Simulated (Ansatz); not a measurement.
Born–Oppenheimer molecular dynamics of FGaH₄Si (7 atoms, charge 0, multiplicity 1). It starts from a relaxed structure.

Method: RKS B3LYP/def2-SVP in Ansatz 0.2.0.

```yaml
ensemble: NVE (velocity Verlet)
time_step: 1 fs
steps_asked: 150
starting_velocities_drawn_for: 700 K
seed: 418957
```

Frames 1 fs apart, positions in Å, forces in eV/Å.

Velocities at 100.0 fs (Å/ps):

```
F -1.60 8.42 1.52
Ga 0.97 -2.43 -0.70
Si -1.66 1.47 -1.56
H -4.73 -10.31 3.07
H 12.90 -11.06 15.33
H 5.34 -4.11 -0.75
H -4.52 -6.15 45.45
```

```xyz
7
Properties=species:S:1:pos:R:3:forces:R:3 time_fs=100.0 energy_less_start_eV=0.198 T=402
F 0.143 -2.160 1.343 0.02 -0.35 0.12
Ga 0.047 -0.401 1.294 0.00 -0.71 -2.22
Si -0.038 0.445 -0.990 0.11 -0.20 0.80
H 0.050 0.204 2.614 0.00 0.88 1.98
H -0.643 -0.512 -1.922 -0.14 -0.33 -0.29
H -0.945 1.613 -0.877 0.15 0.39 -0.28
H 1.378 0.706 -1.394 -0.15 0.30 -0.12
7
Properties=species:S:1:pos:R:3:forces:R:3 time_fs=101.0 energy_less_start_eV=0.194 T=406
F 0.141 -2.152 1.345 0.05 -0.66 0.12
Ga 0.048 -0.404 1.293 -0.06 -0.30 -2.01
Si -0.039 0.446 -0.992 0.00 -0.30 1.06
H 0.045 0.198 2.627 0.01 0.80 1.77
H -0.630 -0.525 -1.908 -0.18 -0.37 -0.39
H -0.938 1.611 -0.879 0.06 0.49 -0.29
H 1.373 0.701 -1.349 0.12 0.35 -0.26
7
Properties=species:S:1:pos:R:3:forces:R:3 time_fs=102.0 energy_less_start_eV=0.167 T=446
F 0.140 -2.144 1.346 0.07 -0.97 0.13
Ga 0.049 -0.406 1.292 -0.12 0.24 -1.46
Si -0.041 0.448 -0.993 -0.14 -0.40 1.20
H 0.040 0.200 2.656 0.02 0.56 1.23
H -0.620 -0.541 -1.897 -0.17 -0.34 -0.42
H -0.932 1.613 -0.884 0.00 0.52 -0.30
H 1.369 0.700 -1.307 0.35 0.39 -0.37
7
Properties=species:S:1:pos:R:3:forces:R:3 time_fs=103.0 energy_less_start_eV=0.145 T=479
F 0.138 -2.136 1.348 0.09 -1.27 0.13
Ga 0.050 -0.408 1.290 -0.19 0.83 -0.77
Si -0.043 0.449 -0.993 -0.28 -0.49 1.22
H 0.036 0.207 2.697 0.03 0.27 0.54
H -0.611 -0.560 -1.891 -0.11 -0.24 -0.36
H -0.925 1.620 -0.892 -0.02 0.50 -0.31
H 1.368 0.702 -1.268 0.48 0.39 -0.44
7
Properties=species:S:1:pos:R:3:forces:R:3 time_fs=104.0 energy_less_start_eV=0.147 T=475
F 0.137 -2.129 1.350 0.12 -1.55 0.14
Ga 0.051 -0.411 1.289 -0.26 1.39 -0.12
Si -0.044 0.450 -0.994 -0.35 -0.54 1.15
H 0.032 0.216 2.744 0.04 0.01 -0.11
H -0.603 -0.582 -1.889 -0.03 -0.07 -0.26
H -0.919 1.633 -0.903 -0.01 0.40 -0.32
H 1.372 0.708 -1.233 0.48 0.37 -0.48
7
Properties=species:S:1:pos:R:3:forces:R:3 time_fs=105.0 energy_less_start_eV=0.178 T=429
F 0.136 -2.123 1.351 0.14 -1.82 0.14
Ga 0.052 -0.413 1.287 -0.33 1.86 0.41
Si -0.046 0.451 -0.993 -0.34 -0.53 1.03
H 0.028 0.226 2.789 0.06 -0.20 -0.63
H -0.595 -0.605 -1.888 0.07 0.13 -0.14
H -0.912 1.649 -0.917 0.04 0.26 -0.32
H 1.380 0.718 -1.203 0.36 0.31 -0.49
7
Properties=species:S:1:pos:R:3:forces:R:3 time_fs=106.0 energy_less_start_eV=0.227 T=354
F 0.134 -2.118 1.353 0.15 -2.05 0.14
Ga 0.053 -0.415 1.286 -0.38 2.24 0.79
Si -0.048 0.451 -0.993 -0.24 -0.47 0.90
H 0.024 0.233 2.829 0.08 -0.35 -1.01
H -0.587 -0.626 -1.889 0.15 0.31 -0.02
H -0.905 1.667 -0.933 0.10 0.08 -0.32
H 1.392 0.731 -1.178 0.14 0.23 -0.48
7
Properties=species:S:1:pos:R:3:forces:R:3 time_fs=107.0 energy_less_start_eV=0.281 T=272
F 0.133 -2.114 1.355 0.17 -2.24 0.14
Ga 0.053 -0.417 1.285 -0.43 2.53 1.04
Si -0.051 0.452 -0.992 -0.08 -0.37 0.78
H 0.022 0.238 2.858 0.09 -0.43 -1.25
H -0.577 -0.644 -1.891 0.21 0.46 0.07
H -0.898 1.687 -0.954 0.15 -0.09 -0.31
H 1.405 0.745 -1.157 -0.11 0.14 -0.47
7
Properties=species:S:1:pos:R:3:forces:R:3 time_fs=108.0 energy_less_start_eV=0.324 T=207
F 0.132 -2.111 1.357 0.18 -2.38 0.14
Ga 0.054 -0.418 1.283 -0.47 2.73 1.18
Si -0.053 0.452 -0.991 0.11 -0.23 0.68
H 0.020 0.238 2.876 0.10 -0.47 -1.38
H -0.566 -0.658 -1.891 0.24 0.56 0.12
H -0.888 1.705 -0.977 0.19 -0.25 -0.28
H 1.418 0.762 -1.141 -0.34 0.04 -0.45
7
Properties=species:S:1:pos:R:3:forces:R:3 time_fs=109.0 energy_less_start_eV=0.343 T=178
F 0.131 -2.109 1.359 0.18 -2.47 0.13
Ga 0.055 -0.419 1.282 -0.50 2.83 1.23
Si -0.055 0.452 -0.990 0.30 -0.08 0.61
H 0.020 0.234 2.881 0.10 -0.47 -1.41
H -0.552 -0.666 -1.891 0.23 0.59 0.12
H -0.877 1.721 -1.002 0.20 -0.37 -0.25
H 1.427 0.778 -1.129 -0.51 -0.04 -0.43
7
Properties=species:S:1:pos:R:3:forces:R:3 time_fs=110.0 energy_less_start_eV=0.331 T=196
F 0.130 -2.109 1.362 0.19 -2.50 0.12
Ga 0.055 -0.419 1.282 -0.52 2.85 1.19
Si -0.057 0.453 -0.988 0.46 0.08 0.58
H 0.020 0.225 2.872 0.11 -0.43 -1.35
H -0.535 -0.669 -1.889 0.20 0.56 0.08
H -0.865 1.733 -1.030 0.18 -0.44 -0.21
H 1.431 0.794 -1.121 -0.61 -0.11 -0.41
7
Properties=species:S:1:pos:R:3:forces:R:3 time_fs=111.0 energy_less_start_eV=0.292 T=256
F 0.129 -2.109 1.364 0.19 -2.48 0.10
Ga 0.056 -0.419 1.281 -0.54 2.77 1.05
Si -0.059 0.453 -0.986 0.60 0.22 0.59
H 0.021 0.212 2.850 0.11 -0.34 -1.18
H -0.517 -0.666 -1.887 0.15 0.46 0.00
H -0.850 1.742 -1.060 0.12 -0.46 -0.16
H 1.429 0.809 -1.117 -0.63 -0.16 -0.39
```

Of the whole run (150 fs, mean temperature of the second half 355 K): The conserved energy stayed within 0.91 meV per atom of its start (net change 0.3 meV per atom), so the integration is sound. The temperature averaged 0.51 of the 700 K drawn at the start: a run that starts near a minimum puts about half its kinetic energy into the potential. A run of 0.15 ps of so small a system gives no equilibrium averages.

The run took 3.8 min on 1 thread of Intel(R) Xeon(R) 6975P-C (Granite Rapids), with other jobs on the host, peak memory 0.17 GiB.
